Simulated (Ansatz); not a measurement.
The first iterations of a band of CH$_{5}$Sn (7 atoms, charge 0, multiplicity 2).

These are results of Ansatz 0.2.0, UKS PBE-D4/def2-TZVP, not measurements.

```json
{
 "movable images": "5",
 "climbing image": "yes",
 "spring": "5.0 eV/Å²",
 "optimiser": "quadratic models (default)",
 "start path": "through a guess of the saddle point",
 "force threshold": "0.05 eV/Å",
 "iteration limit": "60",
 "end points": "relaxed"
}
```

First end point:

```xyz
7
Properties=species:S:1:pos:R:3
C -0.672 -0.564 -0.429
Sn 0.631 0.465 0.983
H -0.555 -1.648 -0.322
H -1.715 -0.284 -0.243
H -0.384 -0.260 -1.444
H 0.471 2.184 0.760
H 2.286 0.039 0.650
```

Last end point:

```xyz
7
Properties=species:S:1:pos:R:3
C -0.621 -0.548 -0.518
Sn 1.096 0.607 0.164
H -0.314 -1.577 -0.742
H -1.371 -0.554 0.285
H -1.048 -0.086 -1.416
H 0.576 2.217 0.577
H 1.743 -0.127 1.605
```

| iteration | highest image above the first end (eV) | largest band force component (eV/Å) |
| --- | --- | --- |
| 1 | 0.604 | 1.874 |
| 2 | 0.409 | 0.936 |

Q: Does the band converge within its limit, and where does its top end?

A: It converged. It ended after 7 iterations with the highest image 0.366 eV above the first end. A vibrational analysis at the climbing image gives one clearly imaginary mode, 606i cm⁻¹, and a faint second one (29i cm⁻¹) that may be numerical noise or a soft torsion: probably a first-order saddle point.

The run took 53 s on 2 threads of Intel(R) Xeon(R) Platinum 8488C (Sapphire Rapids) (shared host), peak memory 0.22 GiB.
